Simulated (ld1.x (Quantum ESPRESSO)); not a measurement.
An all-electron radial function and its pseudo partner (Sr)

Columns: radius, all-electron u(r) and pseudo u(r) of the 4p shell (level -24.27 eV) of strontium in the configuration [Ar] 3d10 4s2 4p6 4d0 5s1.75 5p0; PBE, scalar-relativistic, TM scheme, ld1.x (Quantum ESPRESSO) 7.5.

| r (bohr) | all-electron | pseudo |
| --- | --- | --- |
| 0.132 | 0.1954 | 0.0186 |
| 0.265 | -0.3115 | 0.0739 |
| 0.398 | -0.4274 | 0.1622 |
| 0.530 | -0.2034 | 0.2765 |
| 0.663 | 0.1253 | 0.4098 |
| 0.795 | 0.4237 | 0.5485 |
| 0.928 | 0.6499 | 0.6801 |
| 1.060 | 0.7954 | 0.7871 |
| 1.193 | 0.8726 | 0.8584 |
| 1.325 | 0.8950 | 0.8868 |
| 1.458 | 0.8783 | 0.8757 |
| 1.590 | 0.8355 | 0.8352 |
| 1.723 | 0.7765 | 0.7765 |
| 1.855 | 0.7098 | 0.7098 |
| 1.988 | 0.6399 | 0.6399 |
| 2.120 | 0.5714 | 0.5714 |
| 2.252 | 0.5061 | 0.5061 |
| 2.385 | 0.4450 | 0.4450 |
| 2.518 | 0.3891 | 0.3891 |
| 2.650 | 0.3392 | 0.3392 |
| 2.782 | 0.2946 | 0.2946 |
| 2.915 | 0.2550 | 0.2550 |
| 3.048 | 0.2201 | 0.2201 |
| 3.180 | 0.1899 | 0.1899 |
| 3.312 | 0.1635 | 0.1635 |
| 3.445 | 0.1405 | 0.1405 |

Task: How many radial nodes do the two functions have?

Result: The all-electron 4p function has n − l − 1 = 2; the pseudo-wave has 0, since the states of the same l below it are removed with the core.

Task: At about which radius was the pseudo-wave matched?

Result: 1.80 bohr. The columns agree to 0.0005 from 1.59 bohr on; several derivatives are matched, so the curves merge somewhat inside the radius.

Task: Where does each function peak?

Result: Outermost all-electron maximum near 1.32 bohr, pseudo maximum near 1.32 bohr (to the table’s step).

Task: Is the pseudo-wave norm-conserving?

Result: Yes: the TM scheme keeps the norm inside the radius equal to the all-electron one, which fixes the energy derivative of the logarithmic derivative at the level.
